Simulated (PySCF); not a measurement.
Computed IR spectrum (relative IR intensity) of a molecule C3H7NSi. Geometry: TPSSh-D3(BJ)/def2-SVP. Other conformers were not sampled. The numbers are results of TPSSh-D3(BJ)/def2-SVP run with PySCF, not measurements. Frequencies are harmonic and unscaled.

Lines under 2 % of the strongest are left out, and lines within 2 cm⁻¹ are merged.

| ν (cm⁻¹) | relative intensity |
|---|---|
| 420 | 9.1 |
| 532 | 5.0 |
| 660 | 8.5 |
| 681 | 24 |
| 706 | 13 |
| 890 | 5.4 |
| 921 | 48 |
| 931 | 21 |
| 953 | 5.0 |
| 984 | 21 |
| 992 | 100 |
| 994 | 6.7 |
| 1046 | 20 |
| 1086 | 24 |
| 1224 | 2.9 |
| 1236 | 35 |
| 1362 | 39 |
| 1466 | 4.2 |
| 1609 | 13 |
| 2201 | 68 |
| 2261 | 37 |
| 2268 | 44 |
| 3043 | 11 |
| 3106 | 6.5 |
| 3199 | 4.0 |

Which molecule gave these data?
A) C1=C[SiH2]NC1
B) [SiH3]N1C=CC1
C) CC1=NC[SiH2]1
D) C=C=C(N)[SiH3]

B, [SiH3]N1C=CC1
